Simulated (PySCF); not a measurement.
Job for PySCF: R-HF/3-21G on CdFH (SMILES [F][CdH]), a point of a bond scan (R = 1.962 Å).

```python
from pyscf import gto, scf, dft, mp
from pyscf.data.elements import chemcore

mol = gto.M(
    atom='''
    Cd   -0.00000000   -0.00000000   -0.27480080
    H     0.00000000    0.00000000   -2.23691923
    F     0.00000000    0.00000000    1.67781534
    ''',
    basis='3-21g',
    charge=0, spin=0, verbose=3, max_memory=1800)
mf = scf.RHF(mol)
mf.conv_tol = 1e-8
mf.max_cycle = 100
mf.kernel()
if not mf.converged:
    mf = mf.newton().run(mf.mo_coeff, mf.mo_occ)
```

It printed:

```
converged SCF energy = -5539.29425741158
```

The run converged.

Cost: very roughly 0.5 core-seconds.
